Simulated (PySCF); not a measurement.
**`InChI=1S/C9H10/c1-8(2)9-6-4-3-5-7-9/h3-7H,1H2,2H3`**

Molfile (atoms numbered from 1):
```
C9H10
     RDKit          3D

 19 19  0  0  0  0  0  0  0  0999 V2000
   -2.0105   -1.0329    1.4403 C   0  0  0  0  0  0  0  0  0  0  0  0
   -1.5884   -0.4130    0.3268 C   0  0  0  0  0  0  0  0  0  0  0  0
   -2.5715    0.0787   -0.6973 C   0  0  0  0  0  0  0  0  0  0  0  0
   -0.1474   -0.1709    0.0672 C   0  0  0  0  0  0  0  0  0  0  0  0
    0.2715    0.8910   -0.7494 C   0  0  0  0  0  0  0  0  0  0  0  0
    1.6239    1.1332   -0.9808 C   0  0  0  0  0  0  0  0  0  0  0  0
    2.5924    0.3097   -0.4122 C   0  0  0  0  0  0  0  0  0  0  0  0
    2.1936   -0.7624    0.3865 C   0  0  0  0  0  0  0  0  0  0  0  0
    0.8435   -1.0006    0.6184 C   0  0  0  0  0  0  0  0  0  0  0  0
   -3.0740   -1.2202    1.6089 H   0  0  0  0  0  0  0  0  0  0  0  0
   -1.3203   -1.3535    2.2238 H   0  0  0  0  0  0  0  0  0  0  0  0
   -2.5892    1.1802   -0.7404 H   0  0  0  0  0  0  0  0  0  0  0  0
   -2.3097   -0.2763   -1.7068 H   0  0  0  0  0  0  0  0  0  0  0  0
   -3.5896   -0.2581   -0.4598 H   0  0  0  0  0  0  0  0  0  0  0  0
   -0.4690    1.5520   -1.2034 H   0  0  0  0  0  0  0  0  0  0  0  0
    1.9214    1.9735   -1.6130 H   0  0  0  0  0  0  0  0  0  0  0  0
    3.6530    0.4951   -0.5977 H   0  0  0  0  0  0  0  0  0  0  0  0
    2.9424   -1.4277    0.8235 H   0  0  0  0  0  0  0  0  0  0  0  0
    0.5461   -1.8622    1.2197 H   0  0  0  0  0  0  0  0  0  0  0  0
  1  2  2  0
  2  3  1  0
  2  4  1  0
  4  5  2  0
  5  6  1  0
  6  7  2  0
  7  8  1  0
  8  9  2  0
  9  4  1  0
  1 10  1  0
  1 11  1  0
  3 12  1  0
  3 13  1  0
  3 14  1  0
  5 15  1  0
  6 16  1  0
  7 17  1  0
  8 18  1  0
  9 19  1  0
M  END
```

Computed, not measured: TDDFT CAM-B3LYP/aug-cc-pVDZ excited states, vertical, gas phase (PySCF 2.14.0). Geometry: PBE0-D3(BJ)/def2-SVP.

How strongly do the lowest singlets absorb one photon, and two photons of half the energy?

δ for parallel linear polarisation; σ at the peak of a Lorentzian of half width 0.1 eV, single beam; Ω is circular over linear.
| state | E (eV) | f | photon λ (nm) | δ (au) | σ (GM) | Ω | main |
| --- | --- | --- | --- | --- | --- | --- | --- |
| S1 | 5.09 | 0.108 | 487 | 31.2 | 0.30 | 1.06 | HOMO→LUMO+4 0.34, HOMO→LUMO 0.34 |
| S2 | 5.14 | 0.202 | 482 | 3.45 | 0.03 | 1.00 | HOMO→LUMO 0.60, HOMO−1→LUMO 0.19 |
| S3 | 5.82 | 0.005 | 426 | 63 | 0.78 | 1.50 | HOMO→LUMO+1 0.84 |
| S4 | 6.21 | 0.188 | 399 | 2.93 | 0.04 | 0.79 | HOMO−1→LUMO 0.45, HOMO→LUMO+4 0.41 |
| S5 | 6.29 | 0.006 | 395 | 196 | 2.83 | 1.50 | HOMO→LUMO+2 0.69, HOMO→LUMO+3 0.12 |
| S6 | 6.35 | 0.033 | 390 | 66 | 0.97 | 0.31 | HOMO→LUMO+3 0.59, HOMO−1→LUMO+4 0.11 |

Among these, the strongest one-photon state is S2, the strongest two-photon state S5, with a dipole change of 3.0 D (relaxed, norm of the difference vector).
